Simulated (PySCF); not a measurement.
SMILES Cc1cccc[c]1[GeH3] (C7H10Ge) (GFN2-xTB optimised geometry):

```
18

C     -1.778    -1.715     0.000
C     -1.033    -0.417     0.000
C     -1.712     0.793    -0.001
C     -1.025     1.995    -0.001
C      0.358     1.998     0.000
C      1.041     0.796     0.000
C      0.364    -0.417     0.000
Ge     1.392    -2.076    -0.002
H     -2.853    -1.553     0.015
H     -1.524    -2.294    -0.889
H     -1.502    -2.308     0.873
H     -2.793     0.795    -0.001
H     -1.571     2.927    -0.002
H      0.901     2.932     0.000
H      2.124     0.793     0.000
H      1.117    -2.924     1.201
H      2.853    -1.761    -0.014
H      1.099    -2.932    -1.195
```

Calculation: B3LYP/def2-SVP (PySCF).

Question: What are the frontier orbital energies and the dipole moment?

Answer: HOMO-2 -8.37 eV, HOMO-1 -7.03 eV, HOMO -6.80 eV, LUMO -0.50 eV, LUMO+1 -0.15 eV; dipole moment 0.75 D.

Meta-Löwdin charges at B3LYP/def2-SVP: C1 -0.29, C2 0.04, C3 -0.11, C4 -0.09, C5 -0.11, C6 -0.09, C7 -0.18, Ge8 0.36, H9 0.10, H10 0.11, H11 0.11, H12 0.10, H13 0.10, H14 0.10, H15 0.10, H16 -0.08, H17 -0.07, H18 -0.08.
